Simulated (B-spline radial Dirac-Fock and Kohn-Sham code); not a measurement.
**Si: input and output of one calculation**

ΔSCF core binding energies without Breit or QED terms, calculated with an atomic code on a B-spline grid. Keys: rel is the Hamiltonian (dirac, or spin-free x2c and nr, where L3 and M5 stand for the whole 2p and 3d shells), method is hf or an exchange,correlation pair (spin-unpolarised, also for the hole states), nuc the nuclear model, radius_factor scales its radius, rmax is the box in bohr, h the logarithmic mesh step, order the B-spline order, points the quadrature points per cell, c_factor scales the speed of light, and damp, ndamp, maxit and tol steer the iteration. The run stops when the commutator error falls below 10·tol·max(1, Z/10), or the numerical noise floor, and the energy has settled to about 1e-8 Ha; the virial ratio is −V/T.

Input (task.json):

```json
{"items": [{"Z": 14, "q": 0, "cfg": [[1, 0, 2], [2, 0, 2], [2, 1, 6], [3, 0, 2], [3, 1, 2]], "A": 28, "rrms": 3.1224, "do": "settings", "holes": ["K", "L3", "M5"],
  "settings": [{"rel": "dirac", "method": "hf", "nuc": "fermi", "radius_factor": 1.0, "rmax": 45.0, "h": 0.3, "order": 8, "points": 10, "c_factor": 1.0, "maxit": 77, "damp": 0.97, "ndamp": 100, "tol": 1e-08}]}]}
```

Command: `python xray2_run.py task.json out`

Ground-state iterations:

```
iter   energy (Ha)        error
   1     -288.64851276  5.41e-01
   2     -289.38622088  7.54e-02
   3     -289.39186336  7.23e-02
   4     -289.39707779  6.93e-02
   5     -289.40189703  6.65e-02
   6     -289.40635140  6.38e-02
   7     -289.41046884  6.12e-02
   8     -289.41427509  5.87e-02
   9     -289.41779392  5.63e-02
  10     -289.42104724  5.40e-02
  11     -289.42405527  5.18e-02
  12     -289.42683666  4.96e-02
  13     -289.42940863  4.76e-02
  14     -289.43178708  4.57e-02
  15     -289.43398669  4.38e-02
  23     -289.44657267  3.13e-02
  31     -289.45332953  2.24e-02
  39     -289.45696893  1.60e-02
  47     -289.45893697  1.14e-02
  55     -289.46000656  8.18e-03
  63     -289.46059152  5.85e-03
  71     -289.46091394  4.18e-03
  77     -289.46105772  3.25e-03
```

The ground state had not converged after 77 iterations, with total energy -289.46106 Ha, virial ratio 1.99500 and highest orbital energy -7.52 eV. ΔSCF binding energies: K (1s) 1850.1 eV, L3 (2p3/2) 107.9 eV (not all states converged, so these are not final). Holes are computed only in closed shells, and unreliable hole states are left out.

Question: One setting is unsound. Which, and why?

Answer: damp is so close to 1 that the orbitals hardly move in each step. With the default settings (Dirac Hartree-Fock): The ground state converged in 10 iterations, with total energy -289.46134 Ha, virial ratio 1.99567 and highest orbital energy -7.56 eV. ΔSCF binding energies: K (1s) 1850.1 eV, L3 (2p3/2) 107.9 eV. Holes are computed only in closed shells, and unreliable hole states are left out.
